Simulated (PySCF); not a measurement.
# Potential energy of SnF along the bond

Set-up: basis Sn aug-cc-pVDZ-PP with ECP28, F aug-cc-pVDZ; scalar-relativistic core potentials; PySCF 2.14. Energies in eV from Sn + F in their ground configurations at the same level. State: ²Π (doublet), unpaired electrons π ↑.

```csv
R (Å),CAM-B3LYP,UHF-SCS-MP2,M06,UHF-CCSD
1.705,-3.841,-3.713,-4.045,
1.785,-4.499,-4.388,-4.721,-4.144
1.864,-4.847,-4.746,-5.084,-4.491
1.923,-4.963,-4.869,-5.211,-4.604
1.983,-4.990,-4.901,-5.248,-4.628
2.042,-4.950,-4.866,-5.218,-4.584
2.122,-4.824,-4.745,-5.103,-4.453
2.221,-4.589,-4.515,-4.881,-4.210
2.340,-4.246,-4.175,-4.551,-3.858
2.499,-3.752,-3.680,-4.072,
```

Task: Put a parabola through the three lowest points of the CAM-B3LYP curve and estimate Re, k and ωe (reduced mass 16.4 u; 1 eV/Å² = 0.16022 mdyn/Å; ωe = 1302.8·√(k/μ) cm⁻¹).

Result: Through R = 1.923, 1.983, 2.042 Å the second-order coefficient is 9.48 eV/Å², so Re ≈ 1.977 Å, k ≈ 3.04 mdyn/Å and ωe ≈ 561 cm⁻¹. A polynomial fit of higher order to the unrounded CAM-B3LYP energies gives Re = 1.974 Å, k = 3.12 mdyn/Å, ωe = 568 cm⁻¹; anharmonicity and rounding make the difference.

The higher-order fit for each curve: CAM-B3LYP: Re = 1.974 Å, ωe = 568 cm⁻¹, De = 4.99 eV; UHF-SCS-MP2: Re = 1.979 Å, ωe = 565 cm⁻¹, De = 4.90 eV; M06: Re = 1.983 Å, ωe = 559 cm⁻¹, De = 5.25 eV; UHF-CCSD: Re = 1.971 Å, ωe = 575 cm⁻¹, De = 4.63 eV.

Correlated steps freeze 5 core orbitals. Correlated levels converge slowly with the basis: in double zeta they bind strong bonds too weakly, by up to about 1 eV, and carry superposition errors of some tenths. These are scalar-relativistic numbers at best; spin–orbit coupling would shift them, the dissociation energy most. The state is the lowest determinant that a PBE0 search found; another state may lie lower at other levels.
